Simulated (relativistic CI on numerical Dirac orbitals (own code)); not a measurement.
Au4+ (5d7) in a crystal field

Calculated by Dirac-Coulomb-Breit CI, orbitals from a KLI potential per configuration, model QED, valence Slater integrals scaled by 0.65, one configuration in a parametric crystal field (own radial code).

Field parameters in Wybourne normalisation: D4h B²₀ = −7Ds, B⁴₀ = 21(Dq − Dt), B⁴₄ = 21√(5/14) Dq. The field is a parameter set, without covalency.

S and J are read from ⟨S²⟩ = S(S + 1) and ⟨J²⟩ = J(J + 1) of each level; they are not fictitious spins.

D4h, 10Dq = 24150, Ds = -1500, Dt = 790 cm⁻¹, the lowest 10 levels:

| E (cm⁻¹) | Degeneracy | Irrep | S | J |
| --- | --- | --- | --- | --- |
| 0.0 | 2 | Γ7 | 0.87 | 3.85 |
| 1921 | 2 | Γ6 | 0.95 | 3.94 |
| 6467 | 2 | Γ6 | 1.30 | 4.31 |
| 7147 | 2 | Γ6 | 1.40 | 4.04 |
| 9179 | 2 | Γ7 | 1.30 | 4.00 |
| 16224 | 2 | Γ6 | 0.79 | 3.28 |
| 16335 | 2 | Γ7 | 1.06 | 3.69 |
| 16376 | 2 | Γ7 | 1.20 | 3.41 |
| 19758 | 2 | Γ7 | 1.15 | 3.13 |
| 20936 | 2 | Γ6 | 1.27 | 3.95 |

Principal g values of the ground doublet: 3.12, 3.12, 3.28.

D4h, 10Dq = 24150, Ds = -1090, Dt = 790 cm⁻¹, the lowest 10 levels:

```tsv
E (cm⁻¹)	Degeneracy	Irrep	S	J
0.0	2	Γ7	0.89	3.86
814	2	Γ6	0.88	3.93
5745	2	Γ6	1.35	4.32
6767	2	Γ6	1.39	4.04
8647	2	Γ7	1.30	4.03
15744	2	Γ6	0.79	3.29
16049	2	Γ7	0.92	3.65
16092	2	Γ7	1.31	3.46
18694	2	Γ7	1.20	3.20
20004	2	Γ6	1.31	3.90
```

Principal g values of the ground doublet: 3.15, 3.15, 3.30.

D4h, 10Dq = 24150, Ds = -680, Dt = 790 cm⁻¹, the lowest 16 levels:

| E (cm⁻¹) | Degeneracy | Irrep | S | J |
| --- | --- | --- | --- | --- |
| 0.0 | 2 | Γ6 | 0.82 | 3.92 |
| 375 | 2 | Γ7 | 0.90 | 3.87 |
| 5466 | 2 | Γ6 | 1.39 | 4.33 |
| 6765 | 2 | Γ6 | 1.39 | 4.05 |
| 8452 | 2 | Γ7 | 1.29 | 4.05 |
| 15616 | 2 | Γ6 | 0.79 | 3.29 |
| 15721 | 2 | Γ7 | 0.82 | 3.52 |
| 16173 | 2 | Γ7 | 1.34 | 3.47 |
| 18029 | 2 | Γ7 | 1.28 | 3.35 |
| 19380 | 2 | Γ6 | 1.33 | 3.85 |
| 21989 | 2 | Γ7 | 0.85 | 3.39 |
| 22942 | 2 | Γ7 | 0.84 | 4.18 |
| 23414 | 2 | Γ6 | 0.74 | 4.51 |
| 25390 | 2 | Γ6 | 0.88 | 3.18 |
| 26068 | 2 | Γ7 | 1.13 | 3.33 |
| 27369 | 2 | Γ6 | 0.82 | 4.29 |

Principal g values of the ground doublet: 3.04, 3.23, 3.23.

Levels of this model without a field, named by their leading LS term (the scale mimics covalency, so terms lie below those of the real free ion): ⁴F9/2 0, ²P3/2 8793, ⁴F5/2 10657, ⁴F7/2 11713, ⁴F3/2 17795, ²G9/2 18506, ⁴P5/2 18845, ⁴P1/2 21566 cm⁻¹.
